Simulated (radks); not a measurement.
All-electron atom: Ni+ in [Ar] 3d(up 4.75, down 4.25) (fractional occupations, a model configuration). Calculated with a radial shooting solver on a logarithmic mesh with Libxc functionals: non-relativistic Kohn-Sham, PBEsol, spin-polarised, spherical densities, point nucleus.

Normalised radial functions P(r) = r R(r), r in bohr:

```
   r/bohr * 3s down (the largest magnitude, 1.26, reaches the edge; | marks zero)
 0.004781                             |  *
 0.006963                             |   *
  0.01006                             |    *
  0.01454                             |      *
  0.02117                             |       *
  0.03059                             |       *
   0.0442                             |      *
  0.06386                             | *
    0.093                        *    |
   0.1344                *            |
   0.1942               *             |
   0.2828                          *  |
   0.4086                             |              *
   0.5903                             |                          *
   0.8529                             |                      *
    1.242                             |          *
    1.795                             |  *
    2.593                             *
    3.777                             *
```

3s down: eigenvalue -110.50 eV, 2 radial nodes at r = 0.0719, 0.304 bohr, <r> = 0.755 bohr, 90 % of the charge inside 1.13 bohr.
